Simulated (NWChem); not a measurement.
System: BH3S; SMILES BS

All runs: NWChem. Each level has its own optimisation; frequencies are unscaled.

For level Hartree-Fock/STO-3G:

- r B–H (Å): 1.157
- highest harmonic frequency (cm⁻¹): 3338
- lowest (cm⁻¹): 745
- zero-point energy (kcal/mol): 23.3
- dipole (D): 0.92

**Question.** What are these values for level PBE0/def2-SVP?

**Answer.** 
- r B–H (Å) = 1.204
- highest harmonic frequency (cm⁻¹) = 2722
- lowest (cm⁻¹) = 664
- zero-point energy (kcal/mol) = 19.0
- dipole (D) = 1.06
